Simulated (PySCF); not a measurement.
Input for PySCF: R-BP86/6-31G* on MgAl+, 2S+1 = 1, a point of a bond scan (R = 2.990 Å). Charge +1.

```python
from pyscf import gto, scf, dft, mp
from pyscf.data.elements import chemcore

mol = gto.M(
    atom='''
    Mg    0.00000000    0.00000000    0.00000000
    Al    0.00000000    0.00000000    2.99019500
    ''',
    basis='6-31g*',
    cart=True,
    charge=1, spin=0, verbose=3, max_memory=1800)
mf = dft.RKS(mol, xc='b88,p86')
mf.conv_tol = 1e-8
mf.max_cycle = 100
mf.kernel()
if not mf.converged:
    mf = mf.newton().run(mf.mo_coeff, mf.mo_occ)
```

Program output:

```
converged SCF energy = -442.246130190209
```

Self-consistency was reached.

Cost: around 0.8 core-seconds (rough).
